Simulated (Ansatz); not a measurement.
Ansatz results at the PBE0-D4/def2-TZVP geometry: HOMO–LUMO gap (ωB97M-V/def2-TZVPP) 9.41 eV; LUMO energy (B3LYP/def2-TZVPP) -1.92 eV; LUMO energy (ωB97M-V/def2-TZVPP) 0.20 eV.

Task: Which molecule gave them?
A. `CC=C=C(C)F`
B. `C[SiH]1BCC1`
C. `BB(Cl)OC`
D. `CBCO`

Result: B. The others give `BB(Cl)OC`: 10.40, -2.21, -0.05; `CC=C=C(C)F`: 11.29, -0.26, 2.11; `CBCO`: 11.20, -1.24, 0.95.

B3LYP here is the variant with VWN-RPA as its local correlation; programs differ in this.
